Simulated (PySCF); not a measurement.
**Silver: a sound run and one with changed settings**

Sound run: Ag²⁺ [Kr] 4d9, Ag³⁺ [Kr] 4d8. All numbers are calculated (PySCF 2.14, a scalar-relativistic core potential, in cc-pVTZ-PP with ECP28MDF). The sound run starts from symmetry-adapted Hartree-Fock orbitals and uses a fine grid where one is needed.

A second run was set up differently.

```json
{"species": "Ag²⁺", "method": "UHF", "sound run (hartree)": "-145.09863", "changed run (hartree)": "-145.09863", "converged": "yes"}
{"species": "Ag²⁺", "method": "PBE0", "sound run (hartree)": "-145.83497", "changed run (hartree)": "-141.72122", "converged": "yes"}
{"species": "Ag²⁺", "method": "M06-L", "sound run (hartree)": "-145.95237", "changed run (hartree)": "-140.29769", "converged": "yes"}
{"species": "Ag³⁺", "method": "UHF", "sound run (hartree)": "-143.89003", "changed run (hartree)": "-143.89003", "converged": "yes"}
{"species": "Ag³⁺", "method": "PBE0", "sound run (hartree)": "-144.55873", "changed run (hartree)": "-140.31044", "converged": "yes"}
{"species": "Ag³⁺", "method": "M06-L", "sound run (hartree)": "-144.68642", "changed run (hartree)": "-138.86274", "converged": "yes"}
```

Ionisation energy of Ag²⁺:

```csv
method,sound run (eV),changed run (eV)
UHF,32.888,32.888
PBE0,34.728,38.389
M06-L,34.448,39.047
```

Task: What was changed?
A. basis contracted for another Hamiltonian
B. too few SCF iterations
C. radial grid too coarse
D. level shift left on

Result: C. It used radial step 1.2 in ln r (0.13 in the sound run). A coarse radial grid mis-integrates the density and the exchange-correlation energy, with errors of either sign; Hartree-Fock needs no grid.
